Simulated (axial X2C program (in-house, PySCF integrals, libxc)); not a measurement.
**Bond lengths and stretching modes, held linear, of SMoS**

Computed with an axial X2C code built on PySCF integrals: two-component X2C with atomic mean-field Coulomb and Gaunt terms, Gaussian nuclei, basis S dyall-av3z, Mo dyall-v3z with contracted cores. Spin-free rows use the one-electron spin-free X2C Hamiltonian.

Masses S 31.972, Mo 97.905, S 31.972 u. States: 2c Ω = 1 (beyond evenly filled blocks: ω = -3/2, ω = 5/2); spin-free M_S = 1, Λ = 0 (beyond evenly filled blocks: δ+α, δ-α).

PBE, 2c: energies above the lowest point

| r(S–Mo) (Å) | r(Mo–S) (Å) | E (meV) |
| --- | --- | --- |
| 2.1177 | 2.1177 | 130.72 |
| 2.1177 | 2.1720 | 60.06 |
| 2.1177 | 2.2263 | 58.67 |
| 2.1720 | 2.1177 | 60.06 |
| 2.1720 | 2.1720 | 0.00 |
| 2.1720 | 2.2263 | 8.23 |
| 2.1720 | 2.2806 | 70.52 |
| 2.2263 | 2.1177 | 58.67 |
| 2.2263 | 2.1720 | 8.23 |
| 2.2263 | 2.2263 | 25.05 |
| 2.2806 | 2.1720 | 70.52 |
| 2.2806 | 2.2806 | 172.07 |

Task: Fit a quadratic surface with cubic terms in each bond: where is the minimum, and what are the two stretching wavenumbers?

Result: At PBE, 2c: bonds 2.190 and 2.190 Å; harmonic stretches 455.1 and 510.0 cm⁻¹; force constants 3.43, 3.43 and coupling 0.47 mdyn/Å.

The other levels and Hamiltonians give:

| Hamiltonian | level | r(S–Mo) (Å) | r(Mo–S) (Å) | lower stretch (cm⁻¹) | upper stretch (cm⁻¹) |
| --- | --- | --- | --- | --- | --- |
| spin-free | PBE | 2.190 | 2.190 | 455.3 | 510.3 |

Each state is one determinant, the lowest of a limited PBE0 search; the stretches come from a fit to these few points and carry an uncertainty of a few per cent. Other orders of the atoms were not compared. Left out for rough or failed fits: PBE0 2c, HF 2c, MP2 2c, PBE0 spin-free, HF spin-free, MP2 spin-free. The molecule was held linear; bending was not examined, so a bent shape may lie lower. Open-shell Ω = 0 determinants with evenly filled partner blocks cannot be reached by this program, so the Ω shown need not be the lowest component. Note: several unpaired electrons, one determinant need not be a pure state.
